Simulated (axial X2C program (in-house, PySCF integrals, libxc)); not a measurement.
Nuclear properties of OTaO⁺

Computed with an in-house all-electron X2C program for linear molecules (integrals from PySCF): two-component X2C with atomic mean-field Coulomb and Gaunt terms, Gaussian nuclei, basis O dyall-av3z, Ta dyall-v3z with contracted cores.

O–Ta–O held linear, with bonds 1.760 and 1.760 Å (near the PBE0 minimum at charge 1 of the determinant lowest at the starting distance; the state shown can have its own minimum elsewhere, held linear; other orders of the atoms were not compared).

Input and command:
```json
{"zs": [8, 73, 8], "q": 1, "bas": ["dyall-av3z", "dyall-v3z", "dyall-av3z"], "r0": [1.83, 1.83], "symm": 1, "scan": ["PBE0", "HF", "r2SCAN"], "levels": ["PBE0", "HF", "LDA"], "nst": 2}
```
```bash
python solin.py task.json out
```

Keys: zs atomic numbers; q charge; bas basis sets; r0 starting distance in Å; symm equal bonds; scan levels of the two-bond scan; levels methods; nst determinants followed.

Determinant lowest in the PBE0 search, Ω = 2 (⟨Sz⟩ = -0.01, ⟨Lz⟩ = 2.01 at PBE0), spin on the atoms O 0.31, Ta -0.62, O 0.31:

| level | A∥/gI O (MHz) | qzz O (a.u.) | A∥/gI Ta (MHz) | qzz Ta (a.u.) |
| --- | --- | --- | --- | --- |
| PBE0 | 70.4 | 0.96 | 1710 | -10.22 |
| HF | 123 | 1.70 | 2380 | -10.06 |
| LDA | 61.7 | 0.80 | 1380 | -11.13 |

Determinant 0.08 eV from it at PBE0 and this distance, Ω = 1 (⟨Sz⟩ = -0.99, ⟨Lz⟩ = 1.99 at PBE0), spin on the atoms O -0.26, Ta -0.46, O -0.26:

```json
{"level": "PBE0", "A∥/gI O (MHz)": "-140", "qzz O (a.u.)": "0.92", "A∥/gI Ta (MHz)": "1320", "qzz Ta (a.u.)": "-10.15"}
{"level": "HF", "A∥/gI O (MHz)": "-423", "qzz O (a.u.)": "-0.67", "A∥/gI Ta (MHz)": "2230", "qzz Ta (a.u.)": "-16.10"}
{"level": "LDA", "A∥/gI O (MHz)": "-118", "qzz O (a.u.)": "0.79", "A∥/gI Ta (MHz)": "1390", "qzz Ta (a.u.)": "-11.14"}
```

A∥ (defined per Ω) follows by multiplying with gI = μI/(I μN); qzz is the electric field gradient, eQq0 = 234.96 MHz × Q/barn × qzz. The operators were transformed with the bare-nucleus X2C matrices; with these basis sets, hyperfine constants and field gradients can be off by tens of per cent, and where levels differ in sign neither size nor sign is settled.

Question: With gI(181Ta) = 0.6773, Q(181Ta) = 3.17 barn (g factors from the IAEA table of nuclear moments by Stone; Q from Pyykkö, Mol. Phys. 2018), turn the PBE0 values of the first state into constants in MHz.

Answer: A∥(181Ta) = 1710 × 0.6773 = 1160 MHz; eQq0(181Ta) = 234.96 × (3.17) × (-10.22) = -7610 MHz.

The molecule was held linear; bending was not examined, so a bent shape may lie lower.

Each state is one determinant with collinear spin, which with several unpaired electrons need not be a pure state. Unrestricted Hartree–Fock can overshoot spin polarisation at the nuclei. With several open shells hyperfine constants can be off by a factor of several. In the state Ω = 2 the atomic spins oppose each other (0.31, -0.62, 0.31): a broken-symmetry determinant whose values are not spin-projected. Open-shell Ω = 0 determinants with evenly filled partner blocks cannot be reached by this program, so the Ω shown need not be the lowest component. States lie within half an eV, so the first need not be the ground state. Where a field gradient or hyperfine factor spreads by more than a factor of two over the levels, a constant derived from it is not to be relied on. PBE0 term energies can be off by some tenths of an eV.
